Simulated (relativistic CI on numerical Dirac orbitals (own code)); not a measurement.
**Hyperfine structure of Lu V, mass number 176**

Calculated at this level of theory: Dirac-Coulomb-Breit CI, KLI orbitals optimised for each configuration, model QED, valence Slater integrals scaled by 0.85, P86 correlation energy added to each configuration (own radial code, finite nucleus).

CI space (outside the closed core [Kr] 4d10): 4f13 5s2 5p6, 4f12 5s2 5p6 5d, 4f13 5s2 5p5 5d, 4f14 5s2 5p5, 4f12 5s2 5p6 6s, 4f12 5s2 5p6 6p, 4f13 5s2 5p5 5f, 4f13 5s2 5p5 5g, 4f13 5s2 5p5 6s, 4f13 5s 5p6 5d, 4f12 5s2 5p6 6d, 4f12 5s2 5p6 7s, 4f12 5s2 5p6 7p, 4f12 5s2 5p6 5g. Double excitations out of closed p, d and f shells are left out; levels of such configurations are missing from the list, as are those of other unlisted configurations, and high levels can miss mixing partners.

Nuclear spin I = 7, μ = 3.16 μN, Q = 4.92 b (tables of Stone and Pyykkö). The electronic factors are computed for point nuclear moments, without core polarisation; leaving it out makes A of s and p electrons in near-neutral atoms 20 to 40 % too small, and it can dominate for d and f shells.

| Level | E (cm⁻¹) | A (MHz) | B (MHz) |
| --- | --- | --- | --- |
| 4f13 5s2 5p6 2F°_7/2 | 0.0 | 467.8 | -11100 |
| 4f13 5s2 5p6 2F°_5/2 | 11642.4 | 876.6 | -9950 |
| 4f12 5s2 5p6 5d 4F_9/2 | 128584.7 | 460 | -6870 |
| 4f12 5s2 5p6 5d 2K_15/2 | 132788.9 | 512.2 | -6730 |
| 4f12 5s2 5p6 5d 4G_11/2 | 133585.2 | 478.9 | -12500 |
| 4f12 5s2 5p6 5d 4F_7/2 | 135334.1 | 563.4 | -3630 |
| 4f12 5s2 5p6 5d 4K_17/2 | 136340.4 | 415.9 | -6460 |
| 4f12 5s2 5p6 5d 4I_15/2 | 141159.4 | 432.3 | -9980 |

Levels with J = 0, under 50 % of one LS term, or S terms without an open s electron are left out. Small factors come from cancelling terms and can be off by tens of per cent or more.

At this charge configurations can still be misplaced by up to about 7 % of their energy. Levels and lines within the n = 5 or 6 shells can be off by up to 10 % or somewhat more, and those that change n by about 2 %, since core polarisation is missing. 1 of the 32 excited levels that our extract of the measured tables holds in this range could be paired (the sources list more); they are missed by 150 cm⁻¹ on average and 150 at most, and levels without a partner can miss by more. Levels that differ in their count of f electrons can be misplaced by several ten thousand cm⁻¹, since the correlation energy of f electrons is missing or only estimated; rates across such gaps can be off by orders of magnitude.

Question: Give the hyperfine levels of 4f13 5s2 5p6 2F°_7/2 relative to its centre of gravity.

Answer: With K = F(F + 1) − I(I + 1) − J(J + 1), E = AK/2 + B[¾K(K + 1) − I(I + 1)J(J + 1)]/[2I(2I − 1)J(2J − 1)]: F = 7/2: -17240, F = 9/2: -13140, F = 11/2: -8603, F = 13/2: -3920, F = 15/2: 567.8, F = 17/2: 4470, F = 19/2: 7341, F = 21/2: 8686 MHz.

LS names give the leading component of a level, which can be under half, so a name can repeat, a term be missing and a line seem to break the LS rules.
